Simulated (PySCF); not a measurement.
ECD: `InChI=1S/C5H6ClF/c6-3-4(7)5(3)1-2-5/h3-4H,1-2H2/t3-,4-/m1/s1`

Molfile (atoms numbered from 1):
```
C5H6ClF
     RDKit          3D

 13 14  0  0  0  0  0  0  0  0999 V2000
   -0.1468   -1.4004    1.7643 F   0  0  0  0  0  0  0  0  0  0  0  0
   -1.0301   -0.7573    0.9657 C   0  0  2  0  0  0  0  0  0  0  0  0
   -1.2547   -1.2988   -0.4205 C   0  0  1  0  0  0  0  0  0  0  0  0
   -2.8703   -1.3013   -1.1152 Cl  0  0  0  0  0  0  0  0  0  0  0  0
   -0.5377   -0.0241   -0.2092 C   0  0  0  0  0  0  0  0  0  0  0  0
   -0.5927    1.3511   -0.7466 C   0  0  0  0  0  0  0  0  0  0  0  0
    0.7153    0.5986   -0.6899 C   0  0  0  0  0  0  0  0  0  0  0  0
   -1.8971   -0.3733    1.5155 H   0  0  0  0  0  0  0  0  0  0  0  0
   -0.6712   -2.1798   -0.7043 H   0  0  0  0  0  0  0  0  0  0  0  0
   -1.0718    1.4799   -1.7216 H   0  0  0  0  0  0  0  0  0  0  0  0
   -0.7497    2.1728   -0.0423 H   0  0  0  0  0  0  0  0  0  0  0  0
    1.4507    0.8949    0.0635 H   0  0  0  0  0  0  0  0  0  0  0  0
    1.1399    0.2298   -1.6279 H   0  0  0  0  0  0  0  0  0  0  0  0
  1  2  1  0
  2  3  1  0
  3  4  1  0
  3  5  1  0
  5  6  1  0
  6  7  1  0
  5  2  1  0
  7  5  1  0
  2  8  1  1
  3  9  1  1
  6 10  1  0
  6 11  1  0
  7 12  1  0
  7 13  1  0
M  END
```

Method used: TDDFT wB97X-D/def2-SVPD circular dichroism and optical rotation, one conformer, gas phase in PySCF 2.14.0. Geometry: PBE0-D3(BJ)/def2-SVP.

What are the CIP labels of the stereocentres?

C2 S, C3 S.

List the lowest 16 singlet excitations with oscillator and rotatory strengths.

Rotatory strengths R in 10⁻⁴⁰ esu² cm², velocity form and length form (origin at the centre of mass); f in length form.
| state | E (eV) | λ (nm) | f | R (velocity) | R (length) | main |
| --- | --- | --- | --- | --- | --- | --- |
| 1 | 6.83 | 182 | 0.001 | +4.5 | +3.6 | HOMO→LUMO 0.87 |
| 2 | 7.24 | 171 | 0.009 | +5.8 | +5.7 | HOMO−1→LUMO 0.85 |
| 3 | 8.20 | 151 | 0.005 | -8.8 | -6.8 | HOMO→LUMO+2 0.31, HOMO−3→LUMO 0.29 |
| 4 | 8.24 | 151 | 0.012 | +0.2 | -2.5 | HOMO→LUMO+1 0.60, HOMO→LUMO+3 0.14 |
| 5 | 8.39 | 148 | 0.022 | -14.4 | -13.9 | HOMO−3→LUMO 0.24, HOMO−4→LUMO 0.17 |
| 6 | 8.59 | 144 | 0.081 | -52.8 | -52.3 | HOMO−2→LUMO 0.50, HOMO→LUMO+2 0.23 |
| 7 | 8.66 | 143 | 0.113 | -3.3 | -3.1 | HOMO−1→LUMO+1 0.29, HOMO−2→LUMO 0.18 |
| 8 | 8.71 | 142 | 0.002 | -17.5 | -17.2 | HOMO−1→LUMO+1 0.27, HOMO→LUMO+4 0.14 |
| 9 | 8.80 | 141 | 0.0003 | +1.9 | +2.7 | HOMO−1→LUMO+2 0.27, HOMO→LUMO+3 0.18 |
| 10 | 8.89 | 140 | 0.025 | -19.9 | -19.3 | HOMO→LUMO+5 0.65 |
| 11 | 9.02 | 137 | 0.014 | +2.8 | +2.6 | HOMO−1→LUMO+2 0.34, HOMO→LUMO+3 0.19 |
| 12 | 9.06 | 137 | 0.039 | +2.3 | +1.9 | HOMO−1→LUMO+4 0.18, HOMO−1→LUMO+3 0.10 |
| 13 | 9.14 | 136 | 0.030 | -17.1 | -16.9 | HOMO−2→LUMO+1 0.73 |
| 14 | 9.21 | 135 | 0.009 | -15.7 | -15.8 | HOMO−4→LUMO 0.25, HOMO−1→LUMO+3 0.14 |
| 15 | 9.36 | 132 | 0.056 | +3.5 | +3.5 | HOMO−1→LUMO+5 0.30, HOMO−2→LUMO+2 0.24 |
| 16 | 9.41 | 132 | 0.097 | +55.6 | +54.7 | HOMO−2→LUMO+2 0.37, HOMO−2→LUMO+5 0.19 |

For state 4 the two forms differ in sign, so the sign of R isn't settled.

Among the states computed, the strongest CD band (largest |R|) is state 16. The largest dissymmetry factor in size, g = 4R/(D+G), with D and G the electric and magnetic dipole strengths, is -0.13 for state 8 (velocity form, f = 0.002), among bands with |R| over 0.5. The mirror image has the same energies and oscillator strengths and all R with the opposite sign.
